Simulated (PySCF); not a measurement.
CH4FNOSi2, SMILES N1[Si@H](F)[SiH2]OC=1. Heavy atoms are numbered as in [F:1][Si@H:2]1[N:3]=[CH:4][O:5][SiH2:6]1. Hydrogens are named by the atom that carries them.

Geometry: r2SCAN-D4/def2-SVP. The structure was generated by enumeration; whether it is a known compound was not checked.

These are PySCF with M06-2X/def2-TZVP values and carry that method's errors.

Atomic charges (e), one atom of each kind:

| atom | Löwdin | Mulliken |
|---|---|---|
| F1 | [?] | -0.34 |
| Si2 (SiH) | 0.08 | 0.54 |
| N3 | [?] | -0.34 |
| C4 (CH) | -0.35 | 0.17 |
| O5 | 0.09 | -0.37 |
| Si6 (SiH2) | [?] | 0.23 |
| H on Si2 | [?] | -0.02 |
| H on C4 | 0.13 | 0.14 |
| H on Si6 | -0.03 | 0.00 |

Question: Fill in the missing entries. (The exact figures need the calculation; the answer reports its results.)

Answer: 
- F1, Löwdin: -0.02
- N3, Löwdin: -0.04
- Si6 (SiH2), Löwdin: 0.19
- H on Si2, Löwdin: -0.03

Computed Mayer and Wiberg (Löwdin basis) orders of the bonds:
```
bond     Mayer  Wiberg
-------  -----  ------
F1–Si2    1.04    1.68
Si2–N3    1.12    1.31
N3–C4     1.84    2.29
C4–O5     1.12    1.73
Si2–Si6   0.93    1.01
O5–Si6    0.94    1.28
```
